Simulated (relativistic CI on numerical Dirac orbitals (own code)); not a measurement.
# Level scheme of Ba²⁺

Method of calculation: Dirac-Coulomb-Breit CI, KLI orbitals optimised for each configuration, QED by a radiative potential, valence Slater integrals scaled by 0.85, configuration energies shifted to the measured levels that pair with them (semi-empirical) (own radial code, finite nucleus).

Configuration list (outside the closed core [Kr] 4d10): 5s2 5p6, 5s2 5p5 5d, 5s2 5p5 6s, 5s2 5p5 4f, 5s2 5p5 6p, 5s2 5p4 5d2, 5s2 5p5 5f, 5s2 5p4 4f2, 5s 5p6 5d, 5s2 5p5 7s, 5s2 5p5 6d, 5s2 5p5 7p, 5s2 5p4 5f2, 5s 5p6 5f, 5s2 5p5 7d, 5s2 5p5 5g, 5s2 5p5 6f, 5s2 5p4 4f 5d, 5s2 5p5 7f, 5p6 5d2, 5s 5p6 6p, 5s2 5p4 5d 5f, 5p6 4f2, 5s2 5p4 4f 5f, 5s 5p6 6s, 5s2 5p4 5d 6s. Levels of other configurations are missing.

```csv
No.,Configuration,Term,J,E (cm⁻¹),%,Next component (%),Landé g,jj configuration (%)
1,5s2 5p6,1S,0,0.0,97,2 5s2 5p4 5d2 1S,,closed (97)
2,5s2 5p5 5d,3P°,0,132758.0,98,1 5s2 5p4 4f 5d 3P°,,5p3/2^3 5d3/2 (98)
3,5s2 5p5 5d,3P°,1,134495.7,92,6 3D°,1.443,5p3/2^3 5d3/2 (70)
4,5s2 5p5 5d,3P°,2,137763.6,76,13 3D°,1.424,5p3/2^3 5d5/2 (69)
5,5s2 5p5 5d,3F°,4,139184.9,99,1 5s2 5p4 4f 5d 3F°,1.250,5p3/2^3 5d5/2 (99)
6,5s2 5p5 5d,3F°,3,140935.5,73,15 1F°,1.095,5p3/2^3 5d3/2 (91)
7,5s2 5p5 5d,3F°,2,143330.7,42,35 1D°,0.894,5p3/2^3 5d3/2 (75)
8,5s2 5p5 5d,3D°,3,146997.5,60,38 1F°,1.205,5p3/2^3 5d5/2 (94)
9,5s2 5p5 6s,3P°,2,151761.5,95,2 5s2 5p5 5d 3D°,1.483,5p3/2^3 6s (95)
10,5s2 5p5 6s,1P°,1,153214.1,37,32 5s2 5p5 5d 3D°,0.978,5p3/2^3 6s (64)
11,5s2 5p5 5d,3D°,1,154487.8,56,21 5s2 5p5 6s 1P°,0.805,5p3/2^3 6s (34)
12,5s2 5p5 5d,3F°,2,157461.6,55,34 1D°,0.831,5p1/2 5p3/2^4 5d3/2 (93)
13,5s2 5p5 5d,3D°,2,159670.1,53,21 1D°,1.202,5p1/2 5p3/2^4 5d5/2 (88)
14,5s2 5p5 5d,1F°,3,161436.7,45,28 3D°,1.117,5p1/2 5p3/2^4 5d5/2 (94)
15,5s2 5p5 4f,3D,1,166507.7,98,1 5s 5p6 5d 3D,0.498,5p3/2^3 4f5/2 (98)
16,5s2 5p5 4f,3D,2,168545.4,91,5 3F,1.139,5p3/2^3 4f5/2 (53)
17,5s2 5p5 6s,3P°,0,169297.4,99,,,5p1/2 5p3/2^4 6s (99)
18,5s2 5p5 6s,3P°,1,170371.5,58,41 1P°,1.295,5p1/2 5p3/2^4 6s (99)
19,5s2 5p5 4f,3G,5,171435.4,98,1 5s2 5p4 5d2 3G,1.200,5p3/2^3 4f7/2 (98)
20,5s2 5p5 4f,3D,3,171766.0,78,12 3F,1.278,5p3/2^3 4f7/2 (76)
21,5s2 5p5 4f,3G,4,172639.2,69,26 1G,1.042,5p3/2^3 4f5/2 (95)
22,5s2 5p5 4f,3G,3,176222.6,54,26 1F,0.879,5p3/2^3 4f5/2 (81)
23,5s2 5p5 6p,3S,1,177314.3,75,22 3P,1.870,5p3/2^3 6p1/2 (66)
24,5s2 5p5 4f,3F,4,178710.2,51,41 1G,1.133,5p3/2^3 4f7/2 (94)
25,5s2 5p5 6p,3D,2,179646.1,50,39 1D,1.113,5p3/2^3 6p1/2 (94)
26,5s2 5p5 6p,3D,3,181602.8,98,,1.332,5p3/2^3 6p3/2 (98)
27,5s2 5p5 4f,3F,2,182702.9,48,33 1D,0.903,5p3/2^3 4f7/2 (42)
28,5s2 5p5 5d,1P°,1,182715.7,78,13 5s2 5p5 6d 1P°,0.979,5p1/2 5p3/2^4 5d3/2 (49)
29,5s2 5p5 6p,1P,1,182794.4,56,21 3D,1.027,5p3/2^3 6p3/2 (67)
30,5s2 5p5 6p,3P,2,184271.3,60,25 1D,1.271,5p3/2^3 6p3/2 (85)
31,5s2 5p5 6p,3P,0,187563.4,50,49 1S,,5p3/2^3 6p3/2 (96)
32,5s2 5p5 4f,3G,3,189920.3,44,39 1F,0.901,5p1/2 5p3/2^4 4f5/2 (89)
33,5s2 5p5 4f,3F,3,191440.4,53,25 1F,1.109,5p1/2 5p3/2^4 4f7/2 (84)
34,5s2 5p5 4f,3F,4,192137.7,44,31 1G,1.125,5p1/2 5p3/2^4 4f7/2 (92)
35,5s2 5p5 4f,1D,2,196866.0,52,31 3F,0.924,5p1/2 5p3/2^4 4f5/2 (78)
36,5s2 5p5 6p,3D,1,197139.6,69,28 1P,0.662,5p1/2 5p3/2^4 6p1/2 (98)
37,5s2 5p5 6p,3P,1,200158.1,60,17 3S,1.443,5p1/2 5p3/2^4 6p3/2 (96)
38,5s2 5p5 6p,3D,2,200634.9,40,32 1D,1.150,5p1/2 5p3/2^4 6p3/2 (89)
39,5s2 5p5 6p,3P,0,201707.5,49,48 1S,,5p1/2 5p3/2^4 6p1/2 (95)
40,5s2 5p5 6d‡,3P°,0,215033.2,99,,,5p3/2^3 6d3/2 (99)
41,5s2 5p5 6d‡,3P°,1,215639.1,81,16 3D°,1.331,5p3/2^3 6d3/2 (82)
42,5s2 5p5 6d‡,3P°,2,216439.0,43,25 5s2 5p5 7s 3P°,1.381,5p3/2^3 6d5/2 (54)
43,5s2 5p5 6d‡,3F°,4,216511.5,100,,1.250,5p3/2^3 6d5/2 (100)
44,5s2 5p5 6d‡,3F°,3,216656.9,56,38 1F°,1.066,5p3/2^3 6d3/2 (99)
45,5s2 5p5 7s‡,3P°,2,217194.5,72,15 5s2 5p5 6d 3D°,1.436,5p3/2^3 7s (72)
```

Energies count from the lowest computed level; ° marks odd parity. Filled j subshells are mostly left out of the jj labels. ‡ marks configurations that were not tied to measured data.

The mean weight of the leading LS term, summed over parents, in these 45 levels is 68 %, and that of the leading jj configuration (from the same eigenvectors) 84 %, so jj coupling describes them better and the LS labels are nominal.

Configurations whose levels could be paired with our table of measured levels were shifted onto them, all but the ground configuration, by the median error of their levels; single terms can still be off by 1,000 to 2,000 cm⁻¹ or more, and rates follow the energies as ν³ (E1, M1) or ν⁵ (E2). The others borrow a shift and can be off by several thousand cm⁻¹ or more. The fine structure of a lone outer electron comes out too small, for d and f at times inverted, and misplaced configurations move strength between like terms. 21 of the 37 excited levels that our extract of the measured tables holds in this range could be paired (the sources list more); they are missed by 353 cm⁻¹ on average and 2689 at most, after the shifts were fitted to these levels, and levels without a partner can miss by more.

LS names give the leading component of a level, which can be under half, so a name can repeat, a term be missing and a line seem to break the LS rules.
